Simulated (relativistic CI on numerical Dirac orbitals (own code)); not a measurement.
# Radial parameters of W XXX

Calculated at this level of theory: Dirac-Coulomb-Breit CI, orbitals from a KLI potential per configuration, a model potential for QED, unscaled Slater integrals (own radial code, finite nucleus).

Slater integrals F^k, G^k are unscaled and averaged over j, outside the closed core [Ar] 3d10; ζ comes from projecting the Hamiltonian with its Breit term on Σ l·s of the shell.

- 4s2 4p6 4d9: ζ(4d) = 52746 cm⁻¹; <r>(4d) = 0.4457, <r^2>(4d) = 0.2272 (bohr units).
- 4s2 4p5 4d10: ζ(4p) = 439680 cm⁻¹; <r>(4p) = 0.4381, <r^2>(4p) = 0.2173 (bohr units).
- 4s2 4p6 4d8 4f: F^2(4d,4d) = 225710, F^4(4d,4d) = 153330, ζ(4d) = 52711, F^2(4d,4f) = 225500, F^4(4d,4f) = 147040, G^1(4d,4f) = 238740, G^3(4d,4f) = 162580, G^5(4d,4f) = 118850, ζ(4f) = 8791.7 cm⁻¹; <r>(4d) = 0.446, <r^2>(4d) = 0.2275, <r>(4f) = 0.4273, <r^2>(4f) = 0.2085 (bohr units).

Give the Racah parameters of the d shell in 4s2 4p6 4d8 4f.

B = F²/49 − 5F⁴/441 = 2868 cm⁻¹ and C = 35F⁴/441 = 12169 cm⁻¹.

Averages of the first 10 configurations, taken without configuration mixing, which lowers the lowest level and can move excited configurations by several eV; other configurations of the list can lie among them:

```
    Configuration  Parity  States  Average energy above the lowest level (eV)
      4s2 4p6 4d9    even      10                                         8.2
     4s2 4p5 4d10     odd       6                                       223.9
   4s2 4p6 4d8 4f     odd     630                                       216.3
      4s 4p6 4d10    even       2                                       385.7
   4s2 4p5 4d9 4f    even     840                                       429.6
    4s 4p6 4d9 4f     odd     280                                       591.8
   4s2 4p6 4d8 5s    even      90                                       382.5
4s2 4p6 4d7 4f 5s     odd    3360                                       590.7
   4s2 4p6 4d8 5p     odd     270                                       447.1
   4s2 4p6 4d8 5d    even     450                                       532.8
```
